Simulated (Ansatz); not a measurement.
Calculated with Ansatz (gas phase, PBE0-D4/def2-TZVP geometries, no zero-point term in ΔE). CBS: MP2 limit from def2 TZ/QZ plus the TZ coupled-cluster correction, frozen cores. This one scheme is used for every species. DFT in def2-TZVPP. B3LYP here is the variant with VWN-RPA as its local correlation; programs differ in this. For Br outer-core shells are correlated without core-valence functions, which leaves a few kJ/mol of doubt a bond. Scalar relativity is left out up to krypton.

Consider the silylene formation by 1,1-elimination: `Cl[SiH2]Br` → HCl + `[SiH]Br`.

`Cl[SiH2]Br`:

Cartesian coordinates in Å:
```
Cl -0.587 -0.034 1.890
Si -0.087 -0.102 -0.087
Br 1.573 1.289 -0.509
H -1.258 0.317 -0.882
H 0.359 -1.471 -0.411
```

HCl:

Z-matrix (Å, degrees):
```
Cl
H 1 1.279
```

`[SiH]Br`:

Cartesian coordinates in Å:
```
Si -0.608 -0.549 0.310
Br 1.369 0.423 0.742
H -0.761 0.125 -1.052
```

| level | ΔE (kcal/mol) |
| --- | --- |
| LDA (SPW92) | 71.2 |
| B3LYP | 63.3 |

(1) What does CCSD(T)/CBS give? (Estimate.)

Largest T1 diagnostic among the species: 0.011.

Answers

(1) Ansatz gave: +68.4 kcal/mol. The listed levels differ from it by 2.8, -5.1 kcal/mol.

Leaving LDA and LC-ωPBE aside and taking each functional with its dispersion term where it has one, the values, not all of them listed here, spread over 11.1 kcal/mol, from BLYP-D4 to r2SCAN0-D4. LDA lies +6.7 kcal/mol from PBE without D4. From r2SCAN to r2SCAN0 (25 % exact exchange), in def2-TZVPP and without D4, ΔE moves by +1.2 kcal/mol. At CCSD(T), def2-SVP lies −5.9 kcal/mol from the extrapolated value and def2-TZVPP −2.3 kcal/mol.
